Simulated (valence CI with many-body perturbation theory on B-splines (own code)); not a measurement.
Values are calculated unless marked as measured or tabulated.
**Level structure of Nd²⁹⁺**

Method: relativistic CI+MBPT: three valence electrons over a frozen Dirac-Fock core [Ar] 3d10, a basis of 11 s, 11 p, 10 d, 8 f, 5 g, 2 h functions for each j, with the one-electron correlation potential Σ1, the two-electron term Σ2, the three-electron term Σ3, Breit, model QED; selected CI, second order for the rest, scaled by the run's own slope (own B-spline code, finite nucleus).

The last digits are not significant, and no measured levels were compared; by estimate large intervals hold to a few tenths of a per cent, small ones and those within an open d or f shell to about a per cent.

Levels 1 to 45 of 177, with energies above the lowest level, (4s^2 4p1/2) J=1/2. "Leading %" is the weight of the configuration and term that name the level; weights of strongly mixed levels are sums over their largest components and can fall short. In the jj column 3d3/2^4 stands for four electrons in 3d with j = 3/2.

```tsv
No.	Configuration	Term	J	E (cm⁻¹)	Leading %	Second component	g	Leading jj
1	4s²4p	²P°	1/2	0	99		0.662	4s^2 4p1/2 (99 %)
2	4s²4p	²P°	3/2	253480	99		1.331	4s^2 4p3/2 (99 %)
3	4s4p²	⁴P	1/2	507350	71	22 % 4s4p² ²S	2.370	4s 4p1/2^2 (92 %)
4	4s4p²	⁴P	3/2	696060	94	4 % 4s4p² ²D	1.686	4s 4p1/2 4p3/2 (98 %)
5	4s4p²	⁴P	5/2	741110	52	47 % 4s4p² ²D	1.404	4s 4p1/2 4p3/2 (95 %)
6	4s4p²	²D	3/2	810130	73	21 % 4s4p² ²P	0.927	4s 4p1/2 4p3/2 (92 %)
7	4s4p²	²P	1/2	837110	71	19 % 4s4p² ⁴P	1.167	4s 4p1/2 4p3/2 (89 %)
8	4s4p²	⁴P	5/2	975340	48	47 % 4s4p² ²D	1.389	4s 4p3/2^2 (92 %)
9	4s4p²	²P	3/2	1090200	67	18 % 4s²4d ²D	1.193	4s 4p3/2^2 (73 %)
10	4s4p²	²S	1/2	1091100	69	20 % 4s4p² ²P	1.793	4s 4p3/2^2 (95 %)
11	4s²4d	²D	3/2	1173300	77	12 % 4s4p² ²D	0.852	4s^2 4d3/2 (77 %)
12	4s²4d	²D	5/2	1214500	92	6 % 4s4p² ²D	1.201	4s^2 4d5/2 (92 %)
13	4p³	²P°	3/2	1335200	41	28 % 4p³ ²D°	1.340	4p1/2^2 4p3/2 (93 %)
14	4p³	⁴S°	3/2	1536000	39	23 % 4p³ ²D°	1.186	4p1/2 4p3/2^2 (61 %)
15	4p³	²D°	5/2	1541600	65	21 % 4s4p4d ²D°	1.169	4p1/2 4p3/2^2 (65 %)
16	4s4p4d	⁴F°	3/2	1559700	64	15 % 4p³ ⁴S°	0.734	4s 4p1/2 4d3/2 (65 %)
17	4s4p4d	⁴F°	5/2	1597000	67	15 % 4p³ ²D°	1.070	4s 4p1/2 4d3/2 (52 %)
18	4p³	²P°	1/2	1624900	93	5 % 4s4p4d ²P°	0.662	4p1/2 4p3/2^2 (93 %)
19	4s4p4d	⁴D°	3/2	1658300	49	30 % 4s4p4d ⁴P°	1.343	4s 4p1/2 4d3/2 (67 %)
20	4s4p4d	⁴D°	1/2	1659100	71	20 % 4s4p4d ²P°	0.353	4s 4p1/2 4d3/2 (92 %)
21	4s4p4d	⁴P°	5/2	1660100	51	24 % 4s4p4d ⁴D°	1.437	4s 4p1/2 4d5/2 (90 %)
22	4s4p4d	⁴F°	7/2	1663400	66	19 % 4s4p4d ⁴D°	1.257	4s 4p1/2 4d5/2 (86 %)
23	4s4p4d	²F°	5/2	1735600	73	8 % 4s4p4d ²D°	0.954	4s 4p1/2 4d5/2 (71 %)
24	4s4p4d	²D°	3/2	1762700	46	34 % 4s4p4d ²P°	0.997	4s 4p1/2 4d5/2 (53 %)
25	4p³	²P°	3/2	1817100	38	16 % 4p³ ²D°	1.297	4p3/2^3 (70 %)
26	4s4p4d	⁴F°	9/2	1845200	100		1.331	4s 4p3/2 4d5/2 (100 %)
27	4s4p4d	⁴D°	5/2	1855300	57	14 % 4s4p4d ⁴F°	1.283	4s 4p3/2 4d3/2 (91 %)
28	4s4p4d	⁴P°	1/2	1855600	88	11 % 4s4p4d ⁴D°	2.361	4s 4p3/2 4d3/2 (98 %)
29	4s4p4d	⁴P°	3/2	1862200	52	38 % 4s4p4d ⁴D°	1.461	4s 4p3/2 4d3/2 (82 %)
30	4s4p4d	⁴D°	7/2	1863100	58	29 % 4s4p4d ⁴F°	1.337	4s 4p3/2 4d3/2 (57 %)
31	4s4p4d	²D°	5/2	1914900	48	35 % 4s4p4d ⁴P°	1.328	4s 4p3/2 4d5/2 (97 %)
32	4s4p4d	²D°	3/2	1923000	64	14 % 4s4p4d ⁴P°	0.985	4s 4p3/2 4d3/2 (48 %)
33	4s4p4d	²F°	5/2	1962900	70	15 % 4s²4f ²F°	0.904	4s 4p3/2 4d3/2 (77 %)
34	4s4p4d	²F°	7/2	1967100	96		1.147	4s 4p3/2 4d5/2 (75 %)
35	4s4p4d	²F°	7/2	1979200	62	20 % 4s4p4d ⁴D°	1.201	4s 4p3/2 4d5/2 (73 %)
36	4s4p4d	²P°	1/2	1993400	80	16 % 4s4p4d ⁴D°	0.606	4s 4p3/2 4d3/2 (77 %)
37	4s4p4d	²P°	1/2	2031200	92	5 % 4p³ ²P°	0.672	4s 4p3/2 4d5/2 (78 %)
38	4s4p4d	²P°	3/2	2052800	85	5 % 4s4p4d ⁴D°	1.313	4s 4p3/2 4d5/2 (92 %)
39	4s4p4d	²D°	3/2	2057400	43	30 % 4s4p4d ²P°	1.056	4s 4p3/2 4d3/2 (41 %)
40	4s4p4d	²D°	5/2	2060700	76	12 % 4s4p4d ²F°	1.147	4s 4p3/2 4d5/2 (81 %)
41	4p²4d	⁴F	3/2	2168100	44	23 % 4p²4d ²D	0.736	4p1/2^2 4d3/2 (96 %)
42	4s²4f	²F°	5/2	2184000	80	18 % 4s4p4d ²F°	0.859	4s^2 4f5/2 (80 %)
43	4s²4f	²F°	7/2	2187900	84	14 % 4s4p4d ²F°	1.143	4s^2 4f7/2 (84 %)
44	4p²4d	⁴F	5/2	2243000	27	26 % 4p²4d ⁴D	1.179	4p1/2^2 4d5/2 (88 %)
45	4p²4d	²F	5/2	2362500	55	38 % 4p²4d ⁴F	0.932	4p1/2 4p3/2 4d3/2 (91 %)
```

Where two levels of one J and parity lie close, their mixing, g and order are uncertain.

The ionisation energy to 4s² ¹S0 of the next ion comes out as 1093.4 eV (NIST: 1092 ± 4 eV (theoretical)). All 177 levels together are meant to be complete up to 3705600 cm⁻¹.
